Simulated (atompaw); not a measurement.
# u(r) = r·R(r): atom against pseudo-atom (boron)

Columns: radius, all-electron u(r) and pseudo u(r) of the 2s shell (level -9.36 eV) of boron in the configuration [He] 2s2 2p1; PBEsol, non-relativistic, PAW (atompaw) scheme, atompaw 4.2.0.5.

| r (bohr) | all-electron | pseudo |
| --- | --- | --- |
| 0.115 | 0.2834 | -0.0312 |
| 0.231 | 0.2822 | -0.0628 |
| 0.346 | 0.1620 | -0.0943 |
| 0.462 | 0.0006 | -0.1263 |
| 0.577 | -0.1612 | -0.1584 |
| 0.692 | -0.3074 | -0.1908 |
| 0.808 | -0.4326 | -0.2239 |
| 0.923 | -0.5332 | -0.2569 |
| 1.038 | -0.6108 | -0.2900 |
| 1.154 | -0.6674 | -0.3234 |
| 1.269 | -0.7046 | -0.3560 |
| 1.385 | -0.7260 | -0.3881 |
| 1.500 | -0.7338 | -0.4186 |
| 1.615 | -0.7309 | -0.4471 |
| 1.731 | -0.7192 | -0.4732 |
| 1.846 | -0.7010 | -0.4955 |
| 1.962 | -0.6776 | -0.5135 |
| 2.077 | -0.6507 | -0.5259 |
| 2.192 | -0.6213 | -0.5321 |
| 2.308 | -0.5900 | -0.5314 |
| 2.423 | -0.5582 | -0.5234 |
| 2.538 | -0.5261 | -0.5084 |
| 2.654 | -0.4940 | -0.4869 |
| 2.769 | -0.4627 | -0.4609 |
| 2.885 | -0.4321 | -0.4319 |
| 3.000 | -0.4028 | -0.4028 |

Question: How many radial nodes do the two functions have?

Answer: The all-electron 2s function has n − l − 1 = 1; the pseudo-wave has 0, since the states of the same l below it are removed with the core.

Question: Where does each function peak?

Answer: Outermost all-electron maximum near 1.50 bohr, pseudo maximum near 2.19 bohr (to the table’s step).

Question: Is the pseudo-wave norm-conserving?

Answer: No, it belongs to a PAW set: the norm inside the radius is not constrained, and the difference is carried by the augmentation charge.
